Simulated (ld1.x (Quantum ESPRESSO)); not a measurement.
# Before and after: TM potential for Pd

```json
{"Element": "Pd (Z = 46)", "Generator": "ld1.x (Quantum ESPRESSO) 7.5", "Type": "norm-conserving Troullier–Martins (Kleinman–Bylander form)", "Functional": "revPBE", "Relativity": "fully relativistic", "Frozen core": "[Kr]", "Valence charge": "10", "Reference configuration": "4d10 5s0 5p0", "Partial waves": "5s (bound, empty): rc 2.75 bohr; 4d (bound): rc 1.55 bohr; 5p (bound, empty): rc 1.00 bohr", "Local potential": "the p channel", "Core correction": "Bessel-smoothed model core inside 0.55 bohr"}
```

Open shells are filled in proportion to 2j + 1 (rel_dist='average').

All-electron outer shells of the reference configuration (revPBE, scalar-relativistic, ld1.x):

```
shell  level (eV)  outermost node (bohr)  outermost maximum (bohr)
   4s      -85.23                   0.45                      0.85
   4p      -51.11                   0.46                      0.91
   4d       -3.96                   0.45                      1.10
   5s       -3.20                   1.15                      2.67
   5p       -0.33                   1.32                      4.87
```

Change: wave 5p (bound): rc 1.00 bohr becomes 5p (bound): rc 0.88 bohr.

Cutoffs: the cutoffs (Ry, on a coarse ladder) from which the occupation-weighted sum of valence levels, in a spherical-Bessel basis at the reference potential, stays within 10 and 1 mRy of its value at 400 Ry; they do not see the model core or the augmentation charge, which bear on the density cutoff. Errors are all-electron minus pseudo energies relative to the spin-unpolarised reference configuration.

Q: What does the change do?

A: The potential gets neither clearly harder nor softer (70 Ry and 90 Ry → 70 Ry and 90 Ry); both files keep a bound ghost (p, s); the errors of the 6 common tests hardly move.

| quantity | base | changed |
| --- | --- | --- |
| cutoff, loose | 70 Ry | 70 Ry |
| cutoff, tight | 90 Ry | 90 Ry |
| bound ghosts | p3/2 (extra level of the local part), p1/2 (extra level of the local part), s | p1/2 (extra level of the local part), p3/2 (extra level of the local part), s |
| tests counted (converged, no solver errors) | 6 of 7 | 6 of 7 |
| error for 4d9 5s0 5p0, meV [ΔE 9.03 eV] | -19 | -19 |
| error for 4d8 5s0 5p0, meV [ΔE 29.76 eV] | -149 | -149 |
| error for 4d7 5s0 5p0, meV [ΔE 64.03 eV] | -543 | -542 |
| error for 4d6 5s0 5p0, meV [ΔE 113.31 eV] | -1377 | -1374 |
| error for 4d9.5 5s0 5p0, meV [ΔE 3.19 eV] | -2.9 | -2.9 |
| error for 4d8 5s1 5p0, meV [ΔE 13.62 eV] | -223 | -211 |
| s: phases at 3.01 bohr within 0.05 rad from the reference energy up to (Ry; the scan ends near 5) | n/a | n/a |
| p1/2: phases at 3.01 bohr within 0.05 rad from the reference energy up to (Ry; the scan ends near 5) | n/a | n/a |
| p3/2: phases at 3.01 bohr within 0.05 rad from the reference energy up to (Ry; the scan ends near 5) | 0.2 | 0.2 |
| d3/2: phases at 3.01 bohr within 0.05 rad from the reference energy up to (Ry; the scan ends near 5) | to the end of the scan | to the end of the scan |
| d5/2: phases at 3.01 bohr within 0.05 rad from the reference energy up to (Ry; the scan ends near 5) | to the end of the scan | to the end of the scan |

Base: Tests not counted: 4d9 5s0 5p1 (solver errors, printed error -2.2 eV). These tests converged, but a pseudo level misses the all-electron one widely, so the file describes the atom poorly there or has found another state: 4d7 5s0 5p0: empty 5s by 5.1 eV (a node warning on the way); 4d6 5s0 5p0: empty 5s by 11.1 eV. The 5p radius (1.00 bohr) lies inside the outermost node of the all-electron wave (1.32 bohr), which a nodeless pseudo-wave cannot match soundly. Changed file: Tests not counted: 4d9 5s0 5p1 (solver errors, printed error -2.2 eV). These tests converged, but a pseudo level misses the all-electron one widely, so the file describes the atom poorly there or has found another state: 4d7 5s0 5p0: empty 5s by 6.4 eV. The 5p radius (0.88 bohr) lies inside the outermost node of the all-electron wave (1.32 bohr), which a nodeless pseudo-wave cannot match soundly. A true bound ghost makes a file unfit for plane-wave use even where its test errors are small: the radial tests pick states by their node count and pass the ghost by. Where a test does run into it, the solver fails or the error is huge.
